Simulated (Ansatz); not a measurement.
C3H8Si, SMILES `CC(C)=[SiH2]` (charge 0, multiplicity 1).

Computed with r2SCAN/cc-pVTZ // PBE0-D3(BJ)/def2-TZVP (Ansatz, a first-principles code).

Ansatz 0.2 input:
```yaml
crystal:
  periodic: [false, false, false]
  atoms:
    - { symbol: C, position_ang: [1.408539, -0.116039, 0.325675] }
    - { symbol: C, position_ang: [-0.05687, -0.065275, 0.025678] }
    - { symbol: C, position_ang: [-0.513804, 1.144117, -0.728368] }
    - { symbol: Si, position_ang: [-1.13728, -1.306746, 0.511879] }
    - { symbol: H, position_ang: [1.713077, 0.756282, 0.917353] }
    - { symbol: H, position_ang: [1.700756, -1.012559, 0.875913] }
    - { symbol: H, position_ang: [1.994863, -0.08384, -0.601126] }
    - { symbol: H, position_ang: [-1.587319, 1.142853, -0.927028] }
    - { symbol: H, position_ang: [0.006633, 1.219567, -1.691293] }
    - { symbol: H, position_ang: [-0.275349, 2.059718, -0.172865] }
    - { symbol: H, position_ang: [-2.582919, -1.242165, 0.207737] }
    - { symbol: H, position_ang: [-0.670331, -2.495915, 1.256448] }
basis:
  gaussian: { orbitals: cc-pVTZ }
hamiltonian:
  xc: r2scan
```

Output:

```
Functional definition: r2SCAN
1247 factors; their error is unknown
mean field evaluation 1: about -11099.8109 eV, gradient 7.9e1 eV
mean field evaluation 2: about -11036.9922 eV, gradient 1.6e2 eV
mean field evaluation 4: about -11114.4868 eV, gradient 2.5e1 eV
mean field evaluation 8: about -11116.3461 eV, gradient 3.8e-1 eV
mean field evaluation 16: about -11116.3053 eV, gradient 1.8e-4 eV
mean field -11116.30528405 eV, -408.5166842864 hartree, gradient 3.8e-5 eV, S^2 0.000000; 0 other end points of the search recorded, 0 dependent functions left out
reference -11116.30529685 eV, -408.5166847569 hartree; 20, 20 occupied and 216, 216 virtual orbitals, 1247 factors
Total energy: -11116.30529685 eV, -408.5166847569 hartree
```
